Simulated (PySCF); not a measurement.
**Ge: ionisation energy**

Ge [Ar] 3d10 4s2 4p2 (3P) → Ge⁺ [Ar] 3d10 4s2 4p1 (2P), as a difference of total energies. Computed with PySCF 2.14 in cc-pVTZ-PP with ECP10MDF, with a scalar-relativistic core potential. Correlated levels: valence: 3s2 3p6 3d10 frozen. The calculations carry no spin-orbit coupling.

Order these methods by the ionisation energy they give, lowest first.
A. SCS-MP2 (valence)
B. B3LYP
C. MP2 (valence)
D. BP86

A (7.676 eV), C (7.751 eV), B (7.838 eV), D (7.948 eV).

Errors of the correlated levels include the incompleteness of this basis and the frozen core.

For comparison: 7.925 eV (measured; NIST levels, between the centres of gravity of the two terms).
